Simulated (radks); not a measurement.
Values are calculated unless marked as measured or tabulated.
All-electron atom: the rhodium ion Rh31+ in [Ne] 3s2 3p2.

Code: a radial shooting solver on a logarithmic mesh with Libxc functionals. Model: Dirac Kohn-Sham, LDA (Slater exchange, Perdew-Wang correlation), spin-unpolarised, spherical densities, finite nucleus; open shells fill j = l - 1/2 first; Fermi nuclear charge, rms radius 4.4945 fm.

Energy parts (hartree):
| part | energy |
|---|---|
| total | -4047.99866 |
| kinetic | 4249.67553 |
| electron-nucleus | -8829.95808 |
| Hartree | 613.21389 |
| exchange-correlation | -80.93000 |

Orbitals (lengths in bohr, moments of r in powers of bohr; r(90%) holds 90 % of the orbital's charge):
orbital,occ.,eigenvalue (hartree),<1/r>,r(90%)
1s1/2,2,-906.1526,47.01,0.0585
2s1/2,2,-180.9558,10.93,0.216
2p1/2,2,-172.6518,10.89,0.193
2p3/2,4,-167.1941,10.30,0.199
3s1/2,2,-69.71743,4.367,0.498
3p1/2,2,-66.80539,4.309,0.486
3p3/2,0,-65.48216,4.159,0.495
3d3/2,0,-61.21992,4.029,0.448
3d5/2,0,-60.91386,3.990,0.450
4s1/2,0,-36.38116,2.314,0.907

The highest occupied level is 3p1/2 at -1817.9 eV. The density falls to 0.001 e/bohr^3 at r = 0.91 bohr.
